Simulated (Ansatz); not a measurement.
Ansatz (a quantum-chemistry and plane-wave program) input (B3LYP-D3(BJ)/def2-TZVP):

Ansatz 0.2 input:
```yaml
crystal:
  periodic: [false, false, false]
  atoms:
    - {symbol: Zr, position_ang: [-0.00000000, 0.00000000, 0.00000000]}
    - {symbol: H, position_ang: [0.93193131, 1.19448915, 1.21314022]}
    - {symbol: H, position_ang: [0.95523157, -1.18293019, -1.20632430]}
    - {symbol: H, position_ang: [-0.94669774, 1.20396427, -1.19215894]}
    - {symbol: H, position_ang: [-0.94046514, -1.21552324, 1.18534302]}
basis:
  gaussian:
    orbitals: def2-TZVP
hamiltonian:
  xc: b3lyp
  dispersion: d3bj
total_charge: -1
magnetization: {spin_polarized: true, initial_magnetization: 1}
phonons: {temperatures: {t_min: 298.15, t_max: 298.15, t_step: 100}}
```

Output:

```
Functional definition: B3LYP
integrals: 0.01 GiB planned
531 factors; their error is unknown
mean field: 0.18 GiB planned
mean field evaluation 1: about -1343.0963 eV, gradient 1.3e1 eV
mean field evaluation 2: about -1342.5298 eV, gradient 1.7e1 eV
mean field evaluation 4: about -1344.4369 eV, gradient 4.2e-1 eV
mean field evaluation 8: about -1344.4539 eV, gradient 3.1e-3 eV
mean field evaluation 16: about -1344.4691 eV, gradient 4.5e-1 eV
mean field evaluation 32: about -1344.6838 eV, gradient 6.9e-6 eV
mean field -1344.68378439 eV, -49.4162176171 hartree, gradient 5.1e-6 eV, S^2 0.752004; 4 other end points of the search recorded, 0 dependent functions left out
the calculation of the forces begins
reference -1344.68404850 eV, -49.4162273227 hartree; 9, 8 occupied and 55, 56 virtual orbitals, 531 factors
these checks for a lower state are left out or cut short: stability, starts, cluster_reference, orbital_swaps, neighbouring_geometries, increment
integrals: 0.01 GiB planned
531 factors; their error is unknown
mean field: 0.18 GiB planned
mean field -1344.68374381 eV, -49.4162161256 hartree, gradient 1.5e-6 eV, S^2 0.752004; 0 other end points of the search recorded, 0 dependent functions left out
the calculation of the forces begins
reference -1344.68400791 eV, -49.4162258312 hartree; 9, 8 occupied and 55, 56 virtual orbitals, 531 factors
these checks for a lower state are left out or cut short: stability, starts, cluster_reference, orbital_swaps, neighbouring_geometries, increment
integrals: 0.01 GiB planned
531 factors; their error is unknown
mean field: 0.18 GiB planned
mean field -1344.68374381 eV, -49.4162161256 hartree, gradient 1.5e-6 eV, S^2 0.752004; 0 other end points of the search recorded, 0 dependent functions left out
the calculation of the forces begins
reference -1344.68400791 eV, -49.4162258312 hartree; 9, 8 occupied and 55, 56 virtual orbitals, 531 factors
these checks for a lower state are left out or cut short: stability, starts, cluster_reference, orbital_swaps, neighbouring_geometries, increment
integrals: 0.01 GiB planned
531 factors; their error is unknown
mean field: 0.18 GiB planned
mean field evaluation 64: about -1344.6838 eV, gradient 2.9e-6 eV
mean field -1344.68377801 eV, -49.4162173825 hartree, gradient 2.9e-6 eV, S^2 0.752006; 0 other end points of the search recorded, 0 dependent functions left out
the calculation of the forces begins
reference -1344.68404215 eV, -49.4162270893 hartree; 9, 8 occupied and 55, 56 virtual orbitals, 531 factors
these checks for a lower state are left out or cut short: stability, starts, cluster_reference, orbital_swaps, neighbouring_geometries, increment
integrals: 0.01 GiB planned
531 factors; their error is unknown
mean field: 0.18 GiB planned
mean field -1344.68375501 eV, -49.4162165373 hartree, gradient 1.6e-6 eV, S^2 0.752002; 0 other end points of the search recorded, 0 dependent functions left out
the calculation of the forces begins
reference -1344.68401909 eV, -49.4162262419 hartree; 9, 8 occupied and 55, 56 virtual orbitals, 531 factors
these checks for a lower state are left out or cut short: stability, starts, cluster_reference, orbital_swaps, neighbouring_geometries, increment
integrals: 0.01 GiB planned
531 factors; their error is unknown
mean field: 0.18 GiB planned
mean field -1344.68378489 eV, -49.4162176353 hartree, gradient 2.5e-6 eV, S^2 0.752005; 0 other end points of the search recorded, 0 dependent functions left out
the calculation of the forces begins
reference -1344.68404902 eV, -49.4162273417 hartree; 9, 8 occupied and 55, 56 virtual orbitals, 531 factors
these checks for a lower state are left out or cut short: stability, starts, cluster_reference, orbital_swaps, neighbouring_geometries, increment
integrals: 0.01 GiB planned
531 factors; their error is unknown
mean field: 0.18 GiB planned
mean field -1344.68377567 eV, -49.4162172964 hartree, gradient 3.0e-6 eV, S^2 0.752003; 0 other end points of the search recorded, 0 dependent functions left out
the calculation of the forces begins
reference -1344.68403975 eV, -49.4162270012 hartree; 9, 8 occupied and 55, 56 virtual orbitals, 531 factors
these checks for a lower state are left out or cut short: stability, starts, cluster_reference, orbital_swaps, neighbouring_geometries, increment
integrals: 0.01 GiB planned
531 factors; their error is unknown
mean field: 0.18 GiB planned
mean field -1344.68377811 eV, -49.4162173863 hartree, gradient 2.8e-6 eV, S^2 0.752006; 0 other end points of the search recorded, 0 dependent functions left out
the calculation of the forces begins
reference -1344.68404225 eV, -49.4162270931 hartree; 9, 8 occupied and 55, 56 virtual orbitals, 531 factors
these checks for a lower state are left out or cut short: stability, starts, cluster_reference, orbital_swaps, neighbouring_geometries, increment
integrals: 0.01 GiB planned
531 factors; their error is unknown
mean field: 0.18 GiB planned
mean field evaluation 96: about -1344.6838 eV, gradient 1.5e-6 eV
mean field -1344.68375523 eV, -49.4162165454 hartree, gradient 1.5e-6 eV, S^2 0.752002; 0 other end points of the search recorded, 0 dependent functions left out
the calculation of the forces begins
reference -1344.68401931 eV, -49.4162262499 hartree; 9, 8 occupied and 55, 56 virtual orbitals, 531 factors
these checks for a lower state are left out or cut short: stability, starts, cluster_reference, orbital_swaps, neighbouring_geometries, increment
integrals: 0.01 GiB planned
531 factors; their error is unknown
mean field: 0.18 GiB planned
mean field -1344.68377552 eV, -49.4162172908 hartree, gradient 2.5e-6 eV, S^2 0.752003; 0 other end points of the search recorded, 0 dependent functions left out
the calculation of the forces begins
reference -1344.68403960 eV, -49.4162269957 hartree; 9, 8 occupied and 55, 56 virtual orbitals, 531 factors
these checks for a lower state are left out or cut short: stability, starts, cluster_reference, orbital_swaps, neighbouring_geometries, increment
integrals: 0.01 GiB planned
531 factors; their error is unknown
mean field: 0.18 GiB planned
mean field -1344.68378488 eV, -49.4162176349 hartree, gradient 2.7e-6 eV, S^2 0.752005; 0 other end points of the search recorded, 0 dependent functions left out
the calculation of the forces begins
reference -1344.68404901 eV, -49.4162273414 hartree; 9, 8 occupied and 55, 56 virtual orbitals, 531 factors
Total energy: -1344.78222728 eV, -49.4198353266 hartree
Atom 0 at     0.000000     0.000000     0.000000 Å, force    -0.000000    -0.000000    -0.000000 eV/Å
Atom 1 at     0.931931     1.194489     1.213140 Å, force     0.000448     0.000914     0.000929 eV/Å
Atom 2 at     0.955232    -1.182930    -1.206324 Å, force     0.000466    -0.000908    -0.000926 eV/Å
Atom 3 at    -0.946698     1.203964    -1.192159 Å, force    -0.000459     0.000924    -0.000913 eV/Å
Atom 4 at    -0.940465    -1.215523     1.185343 Å, force    -0.000454    -0.000930     0.000909 eV/Å
Dipole moment:     0.000000     0.000000     0.000000 e Å
Vibrations: 402.19 402.20 425.85 491.51 557.20 1383.49 1398.47 1398.47 1501.10 cm⁻¹, zero-point energy 0.493486 eV
```

The spin state was set by rule; other spins were not relaxed.
